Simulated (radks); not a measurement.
Results of a calculation; reference values are marked as such.
The mean radii <r> (bohr) of the occupied orbitals of an atom or ion are listed with their occupations. Level of theory: scalar-relativistic Kohn-Sham, PBE, spin-polarised, spherical densities, point nucleus (a radial shooting solver on a logarithmic mesh with Libxc functionals).

orbital  occ.      <r>
1s up       1  0.06090
1s down     1  0.06090
2s up       1   0.2796
2s down     1   0.2792
2p up       3   0.2473
2p down     3   0.2468
3s up       1   0.8554
3s down     1   0.8569
3p up       3   0.9117
3p down     3   0.9148
4s up       1    3.203
3d up       5    1.337
3d down     1    1.564

Name the element and its charge. Open shells, if any, are filled with parallel spins first.

Answer. Z = 25, manganese, charge 0: Mn in [Ar] 3d6 4s1. The 1s radius gives Z: for a bare nucleus <r> = (2 gamma + 1)/(2Z) with gamma = sqrt(1 - (Z/c)^2), 0.05933 bohr for Z = 25, and screening makes it slightly larger (0.06090 here). The occupations add up to 25, and the charge is Z minus that.
